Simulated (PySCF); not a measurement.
## Mayer bond orders and bond lengths

Compound: C4H9F3N2.
Numbering: `[CH3:1][NH:2][N:3]([CH3:4])[CH2:5][C:6]([F:7])([F:8])[F:9]` (hydrogens: H10, H11, H12 on C1; H13 on N2; H14, H15, H16 on C4; H17, H18 on C5)

Cartesian coordinates in Å at the PBE0-D3(BJ)/def2-SVP level; atoms count from 1:
```xyz
18
C4H9F3N2 angstrom
C     -2.273    0.398    0.388
N     -1.223    0.687   -0.559
N     -0.083   -0.092   -0.363
C     -0.119   -1.384   -1.005
C      1.134    0.648   -0.549
C      2.157    0.357    0.527
F      1.705    0.662    1.740
F      3.265    1.076    0.311
F      2.522   -0.933    0.549
H     -3.143    1.031    0.156
H     -1.926    0.646    1.401
H     -2.614   -0.658    0.395
H     -1.562    0.602   -1.521
H      0.776   -1.962   -0.741
H     -0.994   -1.953   -0.658
H     -0.168   -1.306   -2.115
H      1.626    0.473   -1.528
H      0.894    1.716   -0.479
```

Bond orders from the PBE0/pcSseg-1 density (PySCF). One conformer (not necessarily the lowest) at the PBE0-D3(BJ)/def2-SVP geometry, without solvent, vibrations or thermal averaging.

Question: How far do the computed orders between heavy atoms stray from the drawn ones?

Answer: The largest departure is 0.053, at N3–C5 (drawn single, 0.947) and N3–C4 (drawn single, 0.950).

Question: Give the Mayer order of every bond, beside its length.

Answer: 
```json
{"bond": "C1–N2", "drawn as": "single", "length (Å)": "1.443", "Mayer order": "0.975"}
{"bond": "N2–N3", "drawn as": "single", "length (Å)": "1.394", "Mayer order": "1.002"}
{"bond": "N3–C4", "drawn as": "single", "length (Å)": "1.443", "Mayer order": "0.950"}
{"bond": "N3–C5", "drawn as": "single", "length (Å)": "1.437", "Mayer order": "0.947"}
{"bond": "C5–C6", "drawn as": "single", "length (Å)": "1.513", "Mayer order": "1.007"}
{"bond": "C6–F7", "drawn as": "single", "length (Å)": "1.330", "Mayer order": "1.027"}
{"bond": "C6–F8", "drawn as": "single", "length (Å)": "1.339", "Mayer order": "0.997"}
{"bond": "C6–F9", "drawn as": "single", "length (Å)": "1.341", "Mayer order": "0.986"}
{"bond": "C1–H10", "drawn as": "single", "length (Å)": "1.101", "Mayer order": "0.964"}
{"bond": "C1–H11", "drawn as": "single", "length (Å)": "1.100", "Mayer order": "0.966"}
{"bond": "C1–H12", "drawn as": "single", "length (Å)": "1.110", "Mayer order": "0.955"}
{"bond": "N2–H13", "drawn as": "single", "length (Å)": "1.024", "Mayer order": "0.930"}
{"bond": "C4–H14", "drawn as": "single", "length (Å)": "1.098", "Mayer order": "0.953"}
{"bond": "C4–H15", "drawn as": "single", "length (Å)": "1.100", "Mayer order": "0.962"}
{"bond": "C4–H16", "drawn as": "single", "length (Å)": "1.114", "Mayer order": "0.951"}
{"bond": "C5–H17", "drawn as": "single", "length (Å)": "1.110", "Mayer order": "0.928"}
{"bond": "C5–H18", "drawn as": "single", "length (Å)": "1.097", "Mayer order": "0.930"}
```

Bonds between the same two heavy elements. C–N: lowest N3–C5 and N3–C4 (0.947, 1.437 Å), highest C1–N2 (0.975, 1.443 Å); in 1 of the 3 pairs the longer bond (by over 0.003 Å) has the higher order (by 0.02 or more). C–F: lowest C6–F9 (0.986, 1.341 Å), highest C6–F7 (1.027, 1.330 Å). Bonds named together lie within 0.004.

Question: Sum the orders of all bonds at each heavy atom with more than one neighbour and set the sums beside the valence in the SMILES.

Answer: C1 3.860 (drawn 4), N2 2.907 (drawn 3), N3 2.899 (drawn 3), C4 3.816 (drawn 4), C5 3.812 (drawn 4), C6 4.017 (drawn 4). Orders between atoms that aren't bonded are not in these sums.

The Mayer order sums products of elements of PS (density times overlap matrix) between the two atoms' basis functions, so it depends on the basis set.
